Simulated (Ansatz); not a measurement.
A search over several starts for the lowest SCF solution of Pd3O3⁻ at the given spin, in a small basis.

```yaml
crystal:
  periodic: [false, false, false]
  atoms:
    - {symbol: Pd, position_ang: [1.542419, 0.068044, -0.190309]}
    - {symbol: Pd, position_ang: [-0.808147, 1.237244, 0.066836]}
    - {symbol: Pd, position_ang: [-0.690566, -1.306242, 0.118250]}
    - {symbol: O, position_ang: [1.181475, -1.812684, -0.097956]}
    - {symbol: O, position_ang: [-2.232069, -0.096565, 0.275441]}
    - {symbol: O, position_ang: [1.006888, 1.910203, -0.172271]}
basis:
  gaussian: {orbitals: def2-SVP, initial_orbitals: start.molden}
total_charge: -1
magnetization: {spin_polarized: true, initial_magnetization: 1}
hamiltonian: {xc: pbe, dispersion: d4}
output: {orbitals: {seedname: orbitals}}
```

The file start.molden holds the orbitals of an earlier run on this structure, at another level or in another basis.

```sh
$ ansatz run in.yaml --threads 4 --pin off --events-out ev --progress --plain --max-ram 4787MiB
```

Output, abridged:

```
Functional definition: PBE
  name "PBE"
  cite "Perdew, Burke & Ernzerhof, Phys. Rev. Lett. 77, 3865 (1996) doi:10.1103/PhysRevLett.77.3865"
  parent pbe
  parameter kappa = 0.804
  parameter beta = 0.06672455060314922
  exchange = pbe_x(kappa = kappa, mu = beta*pi^2/3)
  correlation = pbe_c(beta = beta)
1281 factors; their error is unknown
mean field evaluation 1: about -16534.2853 eV, gradient 2.1e2 eV
mean field evaluation 2: about -16554.2477 eV, gradient 2.6e1 eV
mean field evaluation 4: about -16571.6435 eV, gradient 8.9e0 eV
mean field evaluation 8: about -16572.9458 eV, gradient 2.6e-1 eV
mean field evaluation 16: about -16572.9484 eV, gradient 1.9e-5 eV
mean field evaluation 32: about -16572.7969 eV, gradient 1.3e-1 eV
mean field evaluation 64: about -16505.6543 eV, gradient 7.2e1 eV
mean field evaluation 96: about -16470.0437 eV, gradient 7.9e1 eV
mean field evaluation 128: about -16522.1025 eV, gradient 7.6e1 eV
mean field evaluation 160: about -16462.2951 eV, gradient 8.6e1 eV
mean field evaluation 192: about -16458.3846 eV, gradient 7.8e1 eV
mean field evaluation 224: about -16449.7404 eV, gradient 7.5e1 eV
mean field evaluation 256: about -16507.7824 eV, gradient 7.5e1 eV
mean field evaluation 288: about -16572.9445 eV, gradient 1.3e-1 eV
mean field evaluation 320: about -16572.9231 eV, gradient 3.8e-1 eV
mean field evaluation 352: about -16572.3821 eV, gradient 6.4e0 eV
mean field evaluation 384: about -16572.9365 eV, gradient 1.1e0 eV
mean field evaluation 416: about -16571.8164 eV, gradient 9.3e-1 eV
mean field evaluation 448: about -16572.8697 eV, gradient 2.4e-1 eV
mean field evaluation 480: about -16572.8260 eV, gradient 1.9e-1 eV
mean field evaluation 512: about -16572.8551 eV, gradient 1.4e-4 eV
mean field -16572.94842626 eV, -609.0446211172 hartree, gradient 7.8e-6 eV, S^2 1.763026; 15 other end points of the search recorded, 0 dependent functions left out
reference -16572.94847078 eV, -609.0446227531 hartree; 40, 39 occupied and 95, 96 virtual orbitals, 1281 factors
Total energy: -16573.26590229 eV, -609.0562881459 hartree
```

Run time 3.2 min (4 threads of Intel Xeon on a shared host).

In the def2 sets Pd takes a core potential; there is no spin–orbit coupling. The charge -1 doublet is spin-contaminated (final ⟨S²⟩ up to 1.76, 0.75 for a pure state). The highest occupied level of the charge -1 doublet lies above zero (up to 0.05 eV). The electron is either unbound and held by the finite basis, or the level is raised by self-interaction error. Another isomer (doublet) lies 0.02 eV lower at PBE0-D4/def2-TZVPD; other spin states weren't run for this one.
